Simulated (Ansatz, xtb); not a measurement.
# Two isomers of C5H2ClNS

We compare a, `C#Cc1scnc1Cl`, a singlet, with b, `C#Cc1ncc(Cl)s1`, a singlet. Both are isolated molecules in the gas phase, relaxed with PBE0-D3(BJ)/def2-SVP.

Quicker runs give these differences E(b) − E(a): GFN2-xTB +0.088 eV; HF/STO-3G +0.154 eV (at GFN2-xTB geometries); r2SCAN-D4/def2-SVP +0.184 eV (at GFN2-xTB geometries).

Task: Estimate E(b) − E(a) at the level CCSD(T)/def2-SVP + ΔMP2/def2-TZVPP.

Result: Calculated at CCSD(T)/def2-SVP + ΔMP2/def2-TZVPP: E(b) − E(a) = +0.178 eV, so structure a lies lower.

Level by level:

| level | geometry | E(b) − E(a) (eV) | departure from the last row (eV) | job, with rough time for the two |
| --- | --- | --- | --- | --- |
| GFN2-xTB | GFN2-xTB | +0.088 | −0.090 | optimisation, 0.66 s |
| HF/STO-3G | GFN2-xTB | +0.154 | −0.023 | single point, 2.4 s |
| r2SCAN-D4/def2-SVP | GFN2-xTB | +0.184 | +0.007 | single point, 11 s |
| PBE0-D3(BJ)/def2-SVP | PBE0-D3(BJ)/def2-SVP | +0.191 | +0.013 | optimisation, 2 min |
| HF/def2-SVP | PBE0-D3(BJ)/def2-SVP | +0.202 | +0.025 | part of the CCSD(T) run |
| MP2/def2-SVP | PBE0-D3(BJ)/def2-SVP | +0.191 | +0.014 | part of the CCSD(T) run |
| CCSD(T)/def2-SVP | PBE0-D3(BJ)/def2-SVP | +0.187 | +0.009 | single point |
| CCSD(T)/def2-SVP + ΔMP2/def2-TZVPP | PBE0-D3(BJ)/def2-SVP | +0.178 |  | single point, 3 min |

As drawn, both hold the same kinds of bond in the same numbers.

None of the levels shown reverses the order. The largest departure from CCSD(T)/def2-SVP + ΔMP2/def2-TZVPP is that of GFN2-xTB, 0.090 eV. The last row adds to CCSD(T) the change of the MP2 difference between the two basis sets, here −0.009 eV.

With thermal terms from frequencies at re-optimised GFN2-xTB minima (ideal gas, soft modes damped towards free rotors, one conformer each, 298.15 K, 1 atm): the zero-point term adds 0.000 eV; ΔH is +0.178 and ΔG +0.177 eV.

The correlated steps freeze 16 core orbitals. Codes used: Ansatz 0.2.0, xtb 6.7.1; the last row on 2 threads of Intel(R) Xeon(R) Processor @ 2.50GHz (Skylake/Cascade Lake) on a shared host.
